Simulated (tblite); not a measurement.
Compound: C9H10Si.
SMILES with atom numbers: `[SiH3:1][C:2]1=[CH:3][C:4]2([CH:5]=[CH:6][CH:7]=[CH:8]2)[CH:9]=[CH:10]1` (hydrogens: H11, H12, H13 on Si1; H14 on C3; H15 on C5; H16 on C6; H17 on C7; H18 on C8; H19 on C9; H20 on C10)

Computed geometry: GFN2-xTB, gas phase.

Task: List the bond lengths, angles and torsions at this level.

Result: 
```tsv
bond	length (pm)	order
Si1–C2	187.8	single
C2=C3	134.4	double
C3–C4	150.5	single
C4–C5, C4–C8	150.4	single
C5=C6, C7=C8	133.7	double
C6–C7	145.0	single
C4–C9	150.3	single
C9=C10	133.5	double
C2–C10	146.0	single
Si1–H11, Si1–H12, Si1–H13	146.5	single
C3–H14	107.5	single
C5–H15, C8–H18	107.4	single
C6–H16, C7–H17	107.6	single
C9–H19	107.4	single
C10–H20	107.6	single
```

Bonds in one row agree within 1 pm and their mean is given. Orders are formal, as drawn. A selection of angles:
```tsv
angle	degrees
Si1–C2–C3	127.2
Si1–C2–C10	125.1
C3–C2–C10	107.6
C2–C3–C4	110.9
C3–C4–C5	113.5
C3–C4–C9	101.5
C5–C4–C9	113.9
C5–C4–C8	101.9
C4–C5–C6	109.8
C5–C6–C7	109.3
C4–C9–C10	109.7
C2–C10–C9	110.2
```

Torsions: Si1–C2–C3–C4 179° (antiperiplanar); C2–C3–C4–C5 123° (anticlinal); C3–C4–C5–C6 121° (anticlinal); C4–C5–C6–C7 0° (synperiplanar); C5–C6–C7–C8 0° (synperiplanar); C6–C7–C8–C4 0° (synperiplanar); C3–C4–C9–C10 0° (synperiplanar); C4–C9–C10–C2 0° (synperiplanar); Si1–C2–C10–C9 -179° (antiperiplanar); C3–C4–C8–C7 -122° (anticlinal). The mirror-image conformer, all signs reversed, is as good.

Si1 (SiH3 silicon) is tetrahedral (angles from 108.5° to 109.8°). The 5-membered ring C4–C5–C6–C7–C8 has internal angles of 101.9° to 109.8° (sum 540°, against 540° for a flat polygon); it is planar, 0.00 Å rms from its mean plane, widest ring torsion 0°. The 5-membered ring C2–C3–C4–C9–C10 has internal angles of 101.5° to 110.9° (sum 540°, against 540° for a flat polygon); it is planar, 0.00 Å rms from its mean plane, widest ring torsion 0°. The 10 C–C bonds span 1.335 Å (C9=C10, drawn double) to 1.505 Å (C3–C4, drawn single), a spread of 0.170 Å.

Point group: near Cs, missed by 0.13 Å at most; the miss may be what the optimiser left on a soft mode. GFN2-xTB frequencies show an imaginary mode (63i cm⁻¹), so the point is no minimum at that level.
